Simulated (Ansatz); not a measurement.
Reaction (ligand exchange at the Al–Se bond): `C[Se][Al]([Cl])[Cl]` + HBr → `[Cl][Al]([Cl])[Br]` + `C[SeH]`

Program: Ansatz. Geometries: PBE0-D4/def2-TZVP. ΔE: electronic, gas phase. CBS: MP2 limit from def2 TZ/QZ plus the TZ coupled-cluster correction, frozen cores. Functionals use def2-TZVPP. B3LYP here is the variant with VWN-RPA as its local correlation; programs differ in this. HSE06 is defined as in plane-wave codes. For Br, Se outer-core shells are correlated without core-valence functions, which leaves a few kJ/mol of doubt a bond. Scalar relativity is left out up to krypton. Each species was taken in one conformer, which may not be the lowest.

`C[Se][Al]([Cl])[Cl]`:

Cartesian coordinates in Å:
```
C 0.133 -1.376 -0.612
Se -0.877 0.235 -1.113
Al -0.241 1.620 0.584
Cl -0.937 3.580 0.622
Cl 1.010 0.954 2.117
H 0.322 -1.396 0.458
H 1.071 -1.390 -1.161
H -0.482 -2.226 -0.896
```

HBr:

Cartesian coordinates in Å:
```
Br -0.593 -0.188 0.343
H 0.593 0.188 -0.343
```

`[Cl][Al]([Cl])[Br]`:

Cartesian coordinates in Å:
```
Cl -1.995 0.606 0.118
Al -0.024 -0.009 -0.025
Cl 0.573 -1.171 -1.632
Br 1.446 0.575 1.539
```

`C[SeH]`:

Cartesian coordinates in Å:
```
C 0.239 -0.445 0.207
Se -0.919 0.528 -1.021
H 1.270 -0.113 0.105
H 0.169 -1.493 -0.081
H -0.106 -0.330 1.232
H -0.652 1.851 -0.442
```

Q: Is it downhill or uphill in electronic energy at CCSD(T)/CBS, and by how much? (Estimate.)

A: The calculation gave: Downhill: ΔE = -36.6 kJ/mol.

Q: What do these levels give: B97M-V, B3LYP-D4, HSE06-D4, BHLYP-D4, B2PLYP, PBE-QIDH, LC-ωPBE, RPA@PBE/def2-TZVPP, HF/def2-SVP, SCS-MP2/def2-TZVPP, CCSD/def2-TZVPP, SCS-MP2/def2-QZVPP? (Best estimate.)

A: Computed: B97M-V -39.7, B3LYP-D4 -35.4, HSE06-D4 -33.9, BHLYP-D4 -39.3, B2PLYP -39.7, PBE-QIDH -38.2, LC-ωPBE -41.2, RPA@PBE/def2-TZVPP -35.8, HF/def2-SVP -50.2, SCS-MP2/def2-TZVPP -38.8, CCSD/def2-TZVPP -39.3, SCS-MP2/def2-QZVPP -39.1 kJ/mol.

Largest T1 diagnostic among the species: 0.009.

From BLYP to BHLYP (50 % exact exchange), in def2-TZVPP and without D4, ΔE moves by −5.5 kJ/mol. In def2-TZVPP, CCSD(T) changes the Hartree–Fock value by +15.5 kJ/mol (the triples alone add +2.9 kJ/mol) and MP2 by +15.6 kJ/mol.
